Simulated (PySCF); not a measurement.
**One molecule, a ladder of functionals, a line**

Molecule: SMILES [SiH2](C=C)S, C₂H₆SSi.

Atoms are numbered as in `[CH2:1]=[CH:2][SiH2:3][SH:4]`; H(Xn) means a hydrogen on atom n. Ha(C1) is cis to Si3; Hb(C1) is trans to Si3.

GIAO shieldings (ppm, equivalent atoms averaged) in PySCF on the PBE0-D3(BJ)/def2-SVP geometry, basis pcSseg-2, gas phase, non-relativistic:

| functional | exact exchange (%) | σ(Si3) |
| --- | --- | --- |
| BLYP | 0 | 339.9 |
| BP86 | 0 | 351.7 |
| PBE | 0 | 353.1 |
| B3LYP | 20 | 353.4 |
| PBE0 | 25 | 369.4 |
| mPW1PW91 | 25 | 367.9 |
| HF | 100 | 410.6 |

**Question.** Fit each shielding as a line in the percentage of exact exchange.

**Answer.** σ(Si3) = 348.4 + 0.63 x (rms 5.4 ppm). The functionals also differ in their semilocal parts, which the line can't hold; Hartree–Fock has no correlation at all.

**Question.** What does the line predict for BHandHLYP (50 %), and what does the run give?

**Answer.** σ(Si3): 379.9 predicted, 373.4 computed ppm.
